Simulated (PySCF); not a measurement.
C₅H₇F. Atoms are numbered in the order given.

```xyz
13

C      2.4470     0.3104     0.4796
C      1.2629    -0.0813     0.0041
C     -0.0295     0.1610     0.6698
C     -1.1062    -0.9159     0.6419
C     -1.2716     0.3184    -0.1583
F     -1.1506     0.2165    -1.5055
H      2.5340     0.8528     1.4263
H      3.3722     0.1027    -0.0630
H      1.2144    -0.6162    -0.9509
H      0.0219     0.7757     1.5743
H     -0.8672    -1.8244     0.0822
H     -1.7238    -1.0677     1.5305
H     -2.0116     1.0730     0.1280
```

The structure is a stationary point at PBE0-D3(BJ)/def2-SVP. The values are those of a single conformer.

Vertical ionisation energy (IE) and electron affinity (EA) in eV. Rows of orbital energies are one-electron estimates. Where ΔSCF, EOM or ADC give a negative EA the extra electron is unbound and the value depends on the basis.

```tsv
level	IE	EA
−ε(HOMO), −ε(LUMO), M06-2X/def2-TZVP (PySCF)	8.19	-1.09
−ε(HOMO), −ε(LUMO), PBE/def2-TZVP (PySCF)	5.91	0.81
```
